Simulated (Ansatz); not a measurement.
```yaml
crystal:
  periodic: [false, false, false]
  atoms:
    - {symbol: C, position_ang: [-0.009998, -1.959839, -0.134370]}
    - {symbol: C, position_ang: [0.515419, -0.592939, -0.513459]}
    - {symbol: N, position_ang: [-0.102802, 0.552197, 0.133878]}
    - {symbol: C, position_ang: [0.483344, 1.800213, -0.307707]}
    - {symbol: B, position_ang: [-1.132693, 0.556851, 1.075501]}
    - {symbol: F, position_ang: [-1.585975, 1.710320, 1.575854]}
    - {symbol: F, position_ang: [-1.727083, -0.542245, 1.536710]}
    - {symbol: H, position_ang: [-1.067567, -2.072618, -0.374006]}
    - {symbol: H, position_ang: [0.547324, -2.711246, -0.697677]}
    - {symbol: H, position_ang: [0.119782, -2.167988, 0.927905]}
    - {symbol: H, position_ang: [1.593750, -0.552988, -0.306459]}
    - {symbol: H, position_ang: [0.414960, -0.458391, -1.599282]}
    - {symbol: H, position_ang: [1.554965, 1.826857, -0.079029]}
    - {symbol: H, position_ang: [0.003547, 2.643749, 0.183183]}
    - {symbol: H, position_ang: [0.371128, 1.917467, -1.391643]}
basis:
  gaussian: {orbitals: pcseg-2}
hamiltonian: {xc: {name: HF}}
correlation: {method: mp2, frozen_orbitals: {C: 0}}
output: {forces: true}
```

```sh
$ ansatz run in.yaml --threads 4 --pin off --events-out ev --progress --plain --max-ram 11315MiB
```

Problem. How does Ansatz answer? (Estimate.)

Solution. The calculation gave: The input was rejected before any iteration.
```
Functional definition: HF
Error: "frozen_orbitals" has no count for N
```
